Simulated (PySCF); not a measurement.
Method: PBE-D3(BJ)/def2-TZVP // PBE0-D3(BJ)/def2-SVP run with PySCF. Gas-phase values, no solvent. One relaxed conformer stands for a flexible species; it need not be the lowest. Excitations are Tamm–Dancoff values on a coarser integration grid. The basis has no diffuse functions, so Rydberg states are missing or too high.

Reference species (SMILES): `c1c([SiH3])ccc(c1)C(=C)F` (F–C–C–C torsion 5°) (neutral, multiplicity 1).

* **HOMO**: -5.88 eV
* **S1 excitation (TDA)**: 4.39 eV
* **T1 excitation (TDA)**: 3.03 eV
* **S1–T1 gap (TDA)**: 1.36 eV

Changed species: `C=Cc1ccc(F)cc1[SiH3]` (C–C–C–C torsion 20°).

Q: Give the shifts of the HOMO, S1 excitation (TDA), T1 excitation (TDA) and S1–T1 gap (TDA).

A: the HOMO rises by 0.12 eV, to -5.76 eV; the S1 excitation (TDA) decreases by 0.08 eV, to 4.31 eV; the T1 excitation (TDA) rises by 0.06 eV, to 3.09 eV; the S1–T1 gap (TDA) decreases by 0.14 eV, to 1.22 eV.
